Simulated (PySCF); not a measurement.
**Ionisation energy of Hg by level of theory**

Hg [Xe] 4f14 5d10 6s2 (1S) → Hg+ [Xe] 4f14 5d10 6s1 (2S), as a difference of total energies. Calculation: PySCF 2.14, in aug-cc-pwCVTZ-PP with ECP60MDF (8s8p7d4f3g, 122 functions); a scalar-relativistic core potential. Correlated levels: valence: 5s2 5p6 frozen. The calculations carry no spin-orbit coupling.

| method | ionisation energy (eV) | error (eV) |
| --- | --- | --- |
| UHF | 8.486 | -1.952 |
| MP2 (valence) | 10.412 | -0.026 |
| SCS-MP2 (valence) | 10.338 | -0.100 |
| CCSD (valence) | 10.098 | -0.340 |
| CCSD(T) (valence) | 10.252 | -0.186 |

Reference: 10.438 eV (measured; NIST Atomic Spectra Database, ionization energies).

Errors of the correlated levels include the incompleteness of this basis and the frozen core.
